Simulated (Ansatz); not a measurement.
Calculated with Ansatz (gas phase, PBE0-D4/def2-TZVP geometries, no zero-point term in ΔE). CCSD(T)/CBS adds triple-zeta CCSD(T) − MP2 to the extrapolated MP2 energy (def2 sets, frozen cores). One conformer a species, not always the lowest.

Consider the redistribution: `N[SiH](F)[SiH2]O` + `F[SiH2]N[SiH2][SiH3]` → `O[SiH2]N[SiH2][SiH3]` + `N[SiH](F)[SiH2]F`.

| species | CCSD(T)/CBS(def2) energy (Eh) |
| --- | --- |
| `N[SiH](F)[SiH2]O` | -811.57784 |
| `F[SiH2]N[SiH2][SiH3]` | -1026.65568 |
| `O[SiH2]N[SiH2][SiH3]` | -1002.62224 |
| `N[SiH](F)[SiH2]F` | -835.61026 |

Q: Work out ΔE.

A: ΔE = (-1002.62224) + (-835.61026) − (-811.57784) − (-1026.65568) = 0.00102 Eh = +2.7 kJ/mol.

Largest T1 diagnostic among the species: 0.012.

The D4 term adds −3.7 kJ/mol with B3LYP and −2.0 kJ/mol with PBE0; it sums over pairs of atoms, weighted by their polarisabilities, and B3LYP, whose exchange is more repulsive, gets the larger term.

B3LYP here is the variant with VWN-RPA as its local correlation; programs differ in this.
